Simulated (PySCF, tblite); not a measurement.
Isomers of C2H10OSi4, one GFN2-xTB conformer each. Single-point energies are computed at PBE0/pcSseg-1 (PySCF, gas phase, no added dispersion term), electronic only.

Question: Rank them by PBE0/pcSseg-1 energy, lowest first (kJ/mol).
A. `[CH:1]#[C:2][SiH2:3][O:4][SiH:5]([SiH3:6])[SiH3:7]` with C2–Si3–O4–Si5 -53°, Si3–O4–Si5–Si6 -63°
B. `[CH2:1]=[CH:2][Si@@H:3]1[O:4][SiH2:5][SiH2:6][SiH2:7]1` with C1–C2–Si3–O4 12°
C. `[CH3:1][Si@H:2]1[SiH2:3][Si@@H:4]([CH:5]=[O:6])[SiH2:7]1` with Si3–Si4–C5–O6 44°, C1–Si2–Si3–Si4 104°, Si2–Si3–Si4–C5 -92°, Si3–Si4–Si7–Si2 -10°, C1–Si2–Si7–Si4 -104°
D. `[O:1]=[CH:2][Si@@H:3]1[CH2:4][SiH2:5][SiH2:6][SiH2:7]1` with O1–C2–Si3–C4 51°, C2–Si3–C4–Si5 -55°, Si3–C4–Si5–Si6 -35°, C4–Si5–Si6–Si7 8°, Si5–Si6–Si7–Si3 15°
E. `[CH:1]#[C:2][SiH2:3][SiH2:4][O:5][SiH2:6][SiH3:7]` with C2–Si3–Si4–O5 -28°, Si3–Si4–O5–Si6 31°, Si4–O5–Si6–Si7 50°

Answer: B (0.0), D (151.9), A (161.9), C (168.4), E (180.7).

As drawn, the lowest has a C=C bond outside aromatic rings, which the highest lacks; the highest has a C≡C bond, which the lowest lacks. Neighbours about 10 kJ/mol apart or less (O=C[Si@@H]1C[SiH2][SiH2][SiH2]1 and C#C[SiH2]O[SiH]([SiH3])[SiH3]; C#C[SiH2]O[SiH]([SiH3])[SiH3] and C[Si@H]1[SiH2][Si@@H](C=O)[SiH2]1) can change places with a better method, another conformer or zero-point energy. GFN2-xTB itself gives, in the same order: 0.0, 303.8, 36.5, 362.6, 26.8. Both levels put the same isomer lowest; measured from each level's own lowest isomer, the values differ by up to 194.2 kJ/mol (C[Si@H]1[SiH2][Si@@H](C=O)[SiH2]1: 362.6 against 168.4).

Q: Which frontier levels, dipoles and rotational constants go with these structures?

A: 
```json
{"SMILES": "C=C[Si@@H]1O[SiH2][SiH2][SiH2]1", "HOMO (eV, PBE0/pcSseg-1)": "-7.48", "LUMO (eV)": "-0.92", "dipole (D)": "0.83", "A, B, C (MHz)": "1668, 971.6, 733.5"}
{"SMILES": "O=C[Si@@H]1C[SiH2][SiH2][SiH2]1", "HOMO (eV, PBE0/pcSseg-1)": "-6.96", "LUMO (eV)": "-1.75", "dipole (D)": "2.20", "A, B, C (MHz)": "1361, 1222, 963.8"}
{"SMILES": "C#C[SiH2]O[SiH]([SiH3])[SiH3]", "HOMO (eV, PBE0/pcSseg-1)": "-7.86", "LUMO (eV)": "-1.04", "dipole (D)": "0.65", "A, B, C (MHz)": "1345, 793.9, 594.7"}
{"SMILES": "C[Si@H]1[SiH2][Si@@H](C=O)[SiH2]1", "HOMO (eV, PBE0/pcSseg-1)": "-6.89", "LUMO (eV)": "-1.74", "dipole (D)": "1.21", "A, B, C (MHz)": "1398, 978.3, 954.3"}
{"SMILES": "C#C[SiH2][SiH2]O[SiH2][SiH3]", "HOMO (eV, PBE0/pcSseg-1)": "-7.85", "LUMO (eV)": "-1.01", "dipole (D)": "0.22", "A, B, C (MHz)": "1437, 853.5, 618.3"}
```

Q: What happens when harmonic zero-point energies from GFN2-xTB frequencies are added?

A: 
```tsv
SMILES	ZPE (kJ/mol)	electronic (kJ/mol)	with ZPE (kJ/mol)
C=C[Si@@H]1O[SiH2][SiH2][SiH2]1	270.9	0.0	0.0
O=C[Si@@H]1C[SiH2][SiH2][SiH2]1	267.2	151.9	148.3
C#C[SiH2]O[SiH]([SiH3])[SiH3]	249.2	161.9	140.3
C[Si@H]1[SiH2][Si@@H](C=O)[SiH2]1	270.2	168.4	167.7
C#C[SiH2][SiH2]O[SiH2][SiH3]	250.6	180.7	160.4
```

The zero-point energies span 21.7 kJ/mol. The lowest isomer stays, but the order above it changes.
